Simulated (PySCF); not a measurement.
# Computed vibrations of [Lu(H2O)]3+

[Lu(H2O)]3+ (singlet in the valence; each metal's 4f electrons, 14 of them, lie in its core potential, out of spins and levels). PySCF 2.14.0, RKS PBE0, Lu lcecp-1-SVP with ECP60, O def2-SVP, H def2-SVP; non-relativistic Hamiltonian with scalar-relativistic core potentials where named; density fitting; no spin-orbit coupling. Central differences of gradients.

```xyz
4

Lu    0.0000    0.0000   -0.2036
O     0.0000    0.0000    1.9074
H     0.7820    0.0000    2.5385
H    -0.7820    0.0000    2.5385
```

Run from Python with OMP_NUM_THREADS=2. Where DIIS fails, smearing, a level shift and second-order steps follow.
It took 22 s on 2 threads of Intel(R) Xeon(R) Platinum 8259CL CPU @ 2.50GHz (Skylake/Cascade Lake), with other jobs on the host.

Problem. What are the harmonic wavenumbers and infrared intensities?

Solution. Modes are labelled in C2v; negative numbers are unstable modes, those under 60 cm⁻¹ near the noise; a finer grid moves soft modes by up to 10 cm⁻¹.
```tsv
cm⁻¹	km/mol	symmetry
495	17.1	a1
701	100.3	b2
755	430.5	b1
1650	178.2	a1
3363	819.8	a1
3367	623.9	b2
```

Problem. Is this a minimum?

Solution. Yes. Ideal gas at 298.15 K and 1 bar: S = 259.6 J/(mol K), Cp = 45.2 J/(mol K), H − H(0 K) = 11.1 kJ/mol (rigid rotor, harmonic modes, spin degeneracy alone, that of the 4f electrons in the core included).

An lcecp potential fixes the number of 4f electrons, so in runs with it no electron can move into or out of that shell.
